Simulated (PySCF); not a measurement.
FH4N2OTa, SMILES [NH2][Ta]([NH2])(=[O])[F], multiplicity 1. Atoms are numbered in the order given.

```xyz
9

Ta     0.0333    -0.0250     0.0000
O      1.7418     0.1570     0.0000
F     -0.5214    -1.8473     0.0000
N     -0.6069     0.8876    -1.6348
H     -1.5809     1.0224    -1.8962
H     -0.0079     1.3605    -2.3063
N     -0.6069     0.8876     1.6348
H     -0.0079     1.3605     2.3063
H     -1.5809     1.0224     1.8962
```
Charge 0, spin multiplicity 1.

Geometry optimised at PBE0-D3(BJ)/def2-SVP. The spin state was assumed, not searched. The structure was generated by enumeration; whether it is a known compound was not checked. The def2 effective core potentials stand for the cores of Ta; spin–orbit coupling is left out. Other conformers were not sampled.

Level of theory: PBE/def2-TZVP in PySCF.

Isolated molecule, no solvent.

Computed frontier levels, gap, dipole moment and polarisability:
```
Quantity                                                                                                        Value
---------------------------------------------------------------------------------------------  ----------------------
highest occupied level                                                                                       -6.41 eV
lowest empty level                                                                                           -1.33 eV
orbital gap                                                                                                   5.08 eV
dipole moment                                                                                                  4.12 D
quadrupole, principal values (traceless, Buckingham form, about the centre of nuclear charge)  -8.93, -0.21, 9.14 D·Å
mean static polarisability                                                                       57.3 bohr³ (8.48 Å³)
polarisability, principal values                                                               50.6, 57.5, 63.7 bohr³
```
